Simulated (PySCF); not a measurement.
Where the electron goes

Compound: C₄H₃Cl₃O₂.
Atom-mapped SMILES: `[CH2:1]=[C:2]([C:3](=[O:4])[OH:5])[C:6]([Cl:7])([Cl:8])[Cl:9]` (hydrogens: H10, H11 on C1; H12 on O5)

Cartesian coordinates in Å at the GFN2-xTB level; atoms count from 1:
```xyz
12
C4H3Cl3O2 angstrom
C     -0.0435   -1.4930   -0.4286
C     -0.1213   -0.2293   -0.0256
C      1.0389    0.7059   -0.1824
O      1.0479    1.8584    0.1505
O      2.0934    0.1099   -0.7462
C     -1.3348    0.3812    0.6090
Cl    -0.9200    0.9721    2.2390
Cl    -1.9012    1.7502   -0.3827
Cl    -2.6756   -0.7618    0.7715
H      0.8625   -1.8627   -0.8762
H     -0.8671   -2.1773   -0.3236
H      2.8222    0.7457   -0.8306
```

Method used: TDDFT B3LYP/def2-SVPD, vertical, gas phase, core orbitals frozen in the response (PySCF 2.14.0, density-fitted response routines).

Kohn–Sham orbitals with the atoms that hold most of them (Löwdin shares over 4%, at most four atoms; ? is withheld):

```tsv
orbital	ε (eV)	atoms
LUMO+2	-0.49	C6 24%, Cl8 20%, Cl7 18%, C3 13%
LUMO+1	-1.06	Cl7 25%, Cl8 25%, Cl9 24%, C6 24%
LUMO	-2.37	?
HOMO	?	O4 50%, Cl8 12%, Cl7 11%, O5 8%
HOMO-1	-8.39	?
HOMO-2	-8.47	Cl7 24%, Cl8 24%, C2 20%, C1 18%
HOMO-3	-9.04	Cl9 41%, Cl7 15%, Cl8 15%, O4 14%
```

Which atoms hold the HOMO-1, and with what shares?

Cl7 (bonded to C) 36%; Cl8 (bonded to C) 35%; Cl9 (bonded to C) 24%.

Which atoms hold the LUMO, and with what shares?

C1 (bonded to C and 2 H) 32%; C2 (bonded to 3 C) 20%; C3 (bonded to C and 2 O) 13%; O4 (bonded to C) 12%. By element: carbon 64% or more, oxygen 12% or more.

What is the HOMO energy, and the HOMO–LUMO gap?

ε(HOMO) = -8.16 eV; the gap is 5.79 eV (0.2128 hartree).

How does S1 compare with the orbital gap of 5.79 eV?

S1 is at 4.52 eV (f = 0.0001), 1.27 eV below the gap, made of HOMO→LUMO (94%). Without the coupling terms of the response equations the lowest excitation would equal the gap.

One configuration dominates each of S1, S2, S3, S6, S7 and S8. Which, and how do the shares of the two leading atoms of either orbital change from the occupied to the empty one?

- S1 (4.52 eV, f 0.0001), HOMO→LUMO (94%): O4 50% → 12%, Cl8 12% → at most 12%, C1 at most 9% → 32%, C2 at most 9% → 20%
- S2 (5.15 eV, f 0.0015), HOMO-1→LUMO (97%): Cl7 36% → at most 12%, Cl8 35% → at most 12%, C1 at most 4% → 32%, C2 at most 4% → 20%
- S3 (5.47 eV, f 0.032), HOMO-2→LUMO (77%): Cl7 24% → at most 12%, Cl8 24% → at most 12%, C1 18% → 32%, C2 20% → 20%
- S6 (6.11 eV, f 0.0002), HOMO-1→LUMO+1 (91%): Cl7 36% → 25%, Cl8 35% → 25%
- S7 (6.14 eV, f 0.010), HOMO→LUMO+1 (90%): O4 50% → at most 4%, Cl8 12% → 25%, Cl7 11% → 25%
- S8 (6.32 eV, f 0.0063), HOMO-2→LUMO+1 (90%): Cl7 24% → 25%, Cl8 24% → 25%

Löwdin shares depend on the basis, the more so with diffuse functions.

One conformer stands for the species.
